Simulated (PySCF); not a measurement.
Harmonic spectrum computed at PBE0 in the def2-TZVP basis family (core potentials from Rb on, PySCF, no spin–orbit coupling):

```
ω (cm⁻¹)  IR (km/mol, summed over degenerate members)  degeneracy
    1113                                          0.0           3
    1136                                          404           3
    1209                                          0.0           3
    1846                                          0.0           2
    1865                                         2254           3
    2099                                          0.0           1
```

Question: Which molecule gave it? In each, all ligands are bound to the one heavy central atom.
A. SH₆ (singlet)
B. SeH₆ (singlet)
C. TeH₆ (singlet)
D. IH₆ (doublet)

Answer: B. It has Oh symmetry with Se–H 1.557 Å (×6).
